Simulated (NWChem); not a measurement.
# Atomisation of triflic acid (CHF₃O₃S)

```
S
O 1 1.4362
O 1 1.4449 2 124.49
O 1 1.6097 2 107.38 3 -128.78
H 4 0.9713 1 108.53 2 155.98
C 1 1.8560 2 107.45 4 -105.45
F 6 1.3154 1 110.11 2 48.37
F 6 1.3168 7 109.89 1 119.75
F 6 1.3236 7 109.58 8 120.51
```
Charge 0, spin multiplicity 1.

The numbers come from NWChem runs, not from measurements. All single points use one geometry, from PBE0/def2-SVP, with no frequency check, so it may be a saddle point. It is one conformer; others weren't searched.

Basis set: def2-SVP. The atomisation energy is electronic alone: no zero-point, thermal, spin-orbit or counterpoise terms. No value is extrapolated to the basis-set limit. Free atoms are single determinants with multiplicities O 3, S 3, C 3, F 2, H 2.

B3LYP has NWChem's definition, with VWN1-RPA local correlation. The stability of the SCF solutions was not checked. Open-shell Hartree-Fock references start from PBE0 orbitals.

One of these methods gave an atomisation energy of 780.9 kcal/mol. Which?
(A) r2SCAN
(B) HF
(C) TPSS
(D) B3LYP

C, TPSS. The others give 767.9 (B3LYP), 418.1 (HF), 795.8 (r2SCAN).
